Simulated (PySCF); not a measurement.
**Telling isomers of C8H8 apart by NMR**

Fast rotation and ring inversion assumed for equivalent nuclei, relativity neglected, no solvent model, one computed conformer. GIAO PBE0/pcSseg-1 shieldings; structure optimised with GFN2-xTB; spin–spin couplings from B3LYP/pcJ-1 (spin–dipole term left out of most H,H and C,H couplings); PySCF 2.14.0 with density-fitted response routines.

Shifts are taken against calculated references (same method and geometry level): 1H (σ = 31.72 ppm) and 13C (σ = 186.93 ppm) against TMS. Multiplet labels drop J under 1 Hz and among equivalent protons, and merge close values. Unscaled 3J(H,H) run several per cent high. Where no couplings were computed, multiplicities follow the n + 1 count of equivalent neighbours, and m marks all less simple cases (inequivalent or close neighbours, rings, F or P nearby). Shifts are as computed. Against solution values, carbons near 30 ppm lie about +3 ppm off and those near 130 ppm about +5 ppm. Of 1211 compounds with measured shifts, 218 miss one by over three times the rms of a fit or turn the order of signals round; such compounds aren't used in these exercises.

(1) Tabulate the signals of `CC#CC1C=CC=C1`, `C=CCC#CC#CC`, `C1=CC2C=CC1C=C2` and their relative energies.

(2) What is the quickest way to tell CC#CC1C=CC=C1 from C1=CC2C=CC1C=C2?

(3) What is the quickest way to tell C=CCC#CC#CC from C1=CC2C=CC1C=C2?

(4) What is the quickest way to tell CC#CC1C=CC=C1 from C=CCC#CC#CC?

## Answers

(1) 
| SMILES | carbon types | δC | δH | E rel. (kcal/mol) |
| --- | --- | --- | --- | --- |
| CC#CC1C=CC=C1 | 2×C 5×CH 1×CH3 | 146.1, 139.4, 84.6, 77.0, 46.6, 4.8 | 6.64 (m, 2H), 6.62 (m, 2H), 3.93 (m, 1H), 1.95 (s, 3H) | 14.2 |
| C=CCC#CC#CC | 4×C 1×CH 2×CH2 1×CH3 | 142.3, 123.3, 79.7, 78.3, 75.5, 72.6, 28.9, 5.5 | 6.10 (m, 1H), 5.39 (m, 1H), 5.34 (m, 1H), 3.15 (d, 2H), 2.12 (s, 3H) | 41.5 |
| C1=CC2C=CC1C=C2 | 8×CH | 149.9, 53.8 | 7.13 (m, 6H), 4.77 (m, 2H) | 0.0 |

Energies are electronic energies at PBE0/pcSseg-1 on these geometries, without zero-point or thermal terms, each for the one conformer computed, which needn't be the lowest.

(2) Count the carbon signals: 6 against 2. The first has an alkyne carbon (C) at 84.6 ppm, the second an allylic sp3 CH at 53.8 ppm. Their most deshielded carbons lie at 146.1 and 149.9 ppm. In the proton spectra the most deshielded non-exchanging signals are 6.64 (m, 2H) and 7.13 (m, 6H).

(3) Count the carbon signals: 8 against 2. The first has a terminal =CH2 carbon at 123.3 ppm, the second an allylic sp3 CH at 53.8 ppm. Their most deshielded carbons lie at 142.3 and 149.9 ppm. In the proton spectra the most deshielded non-exchanging signals are 6.10 (m, 1H) and 7.13 (m, 6H).

(4) Count the carbon signals: 6 against 8. The first has an allylic sp3 CH at 46.6 ppm, the second a terminal =CH2 carbon at 123.3 ppm. Their most deshielded carbons lie at 146.1 and 142.3 ppm. In the proton spectra the most deshielded non-exchanging signals are 6.64 (m, 2H) and 6.10 (m, 1H).
